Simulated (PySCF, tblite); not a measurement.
C6H11NSi.
SMILES with atom numbers: `[CH:1]#[C:2][C@@H:3]1[CH2:4][CH2:5][N:6]([SiH3:7])[CH2:8]1` (hydrogens: H9 on C1; H10 on C3; H11, H12 on C4; H13, H14 on C5; H15, H16, H17 on Si7; H18, H19 on C8)

Structure used (GFN2-xTB), in Å, numbered top down from 1:
```xyz
19
C6H11NSi angstrom
C      3.365    0.504    0.846
C      2.202    0.264    1.001
C      0.793   -0.033    1.148
C      0.433   -1.417    0.561
C     -0.313   -1.074   -0.729
N     -1.012    0.142   -0.395
Si    -2.394    0.750   -1.201
C     -0.079    0.960    0.339
H      4.385    0.716    0.726
H      0.539    0.011    2.211
H      1.318   -2.025    0.381
H     -0.230   -1.950    1.242
H     -1.016   -1.847   -1.035
H      0.407   -0.910   -1.545
H     -2.126    1.495   -2.445
H     -3.032    1.653   -0.242
H     -3.196   -0.432   -1.511
H     -0.618    1.660    0.979
H      0.565    1.542   -0.338
```

Method: PBE0/pcSseg-1 in PySCF (dipole) on a GFN2-xTB geometry, gas phase.

Take the most abundant isotopes and a rigid rotor. The values belong to one conformer with, in the numbering `[CH:1]#[C:2][C@@H:3]1[CH2:4][CH2:5][N:6]([SiH3:7])[CH2:8]1`, C2–C3–C4–C5 -106°, C3–C4–C5–N6 -34°, C4–C5–N6–Si7 -159°, C5–N6–C8–C3 -34°.

(1) What are A, B and C (MHz)?

(2) What kind of rotor is it?

(3) Is it planar, by Δ = Ic − Ia − Ib?

(4) Give the other two planar moments, Paa and Pbb, and the rms extents of the mass along the axes.

(5) Where do the levels up to J = 4 lie, in K?

(6) Which types of transition are allowed, and where do some lines up to J = 5 fall?

## Answers

(1) Ia = 118.11, Ib = 540.57, Ic = 597.25 u·Å²; 505379 MHz·u·Å²/I gives A = 4279, B = 934.9, C = 846.2 MHz.

(2) A near-prolate asymmetric top; Ray's κ = -0.948.

(3) Not planar: Δ = Ic − Ia − Ib = -61.43 u·Å². For a rigid frame Δ = −2 Σ m c², so Σ m c² = 30.71 u·Å² lies off the ab plane: 13.44 from hydrogen and 17.27 from heavier atoms. The atom farthest from that plane is 1.79 Å away.

(4) Paa = Σ m a² = (Ib + Ic − Ia)/2 = 509.86 and Pbb = Σ m b² = (Ia + Ic − Ib)/2 = 87.39 u·Å². With the mass M = 125.07 u, the rms extents √(P/M) along a, b and c are 2.02, 0.84, 0.50 Å.

(5) Above 0(0,0), as E/k:
J = 1: 1(0,1) 0.085, 1(1,1) 0.246, 1(1,0) 0.250
J = 2: 2(0,2) 0.256, 2(1,2) 0.413, 2(1,1) 0.425, 2(2,1) 0.907, 2(2,0) 0.907
J = 3: 3(0,3) 0.512, 3(1,3) 0.663, 3(1,2) 0.688, 3(2,2) 1.163, 3(2,1) 1.164, 3(3,1) 1.977, 3(3,0) 1.977
J = 4: 4(0,4) 0.854, 4(1,4) 0.996, 4(1,3) 1.038, 4(2,3) 1.505, 4(2,2) 1.506, 4(3,2) 2.319, 4(3,1) 2.319, 4(4,1) 3.457, 4(4,0) 3.457
The levels of one J sum to (2J + 1)J(J + 1)(A + B + C)/3.

(6) The dipole components are |μa| = 0.14 D, |μb| = 0.47 D, |μc| = 0.07 D. Intensities carry the squares of the components, which stand as 0.09 : 1.00 : 0.02 (a : b : c). Some lines, for components of 0.1 D or more:

| type | branch | J(Ka,Kc) | MHz | lower level (cm⁻¹) |
| --- | --- | --- | --- | --- |
| b | Q | 4(1,3) ← 4(0,4) | 3854 | 0.593 |
| b | R | 5(0,5) ← 4(1,4) | 5904 | 0.692 |
| b | R | 3(1,3) ← 2(0,2) | 8466 | 0.178 |
| a | R | 5(2,4) ← 4(2,3) | 8902 | 1.046 |
| b | R | 5(1,5) ← 4(0,4) | 11643 | 0.593 |
| b | R | 2(2,1) ← 1(1,0) | 13683 | 0.174 |
| b | R | 3(2,2) ← 2(1,1) | 15376 | 0.296 |
| b | R | 5(2,3) ← 4(1,4) | 19574 | 0.692 |
| b | Q | 5(4,1) ← 5(3,2) | 23714 | 1.909 |
| b | Q | 5(4,2) ← 5(3,3) | 23714 | 1.909 |
| b | Q | 5(5,0) ← 5(4,1) | 30493 | 2.700 |

Its GFN2-xTB frequencies are all real (lowest 16 cm⁻¹). Constants of a rigid frame at the computed geometry: no zero-point averaging, no centrifugal distortion. A rigid rotor knows nothing of internal rotation, which can split or shift real lines. Quadrupole hyperfine structure (14N) is left out.

Time: 60 s; peak memory 0.88 GiB. Hardware: one thread of an Arm Neoverse V1, shared host with 32 logical CPUs at a one-minute load of 24. This is the PBE0/pcSseg-1 job that gave the dipole, with the shieldings it also computed.
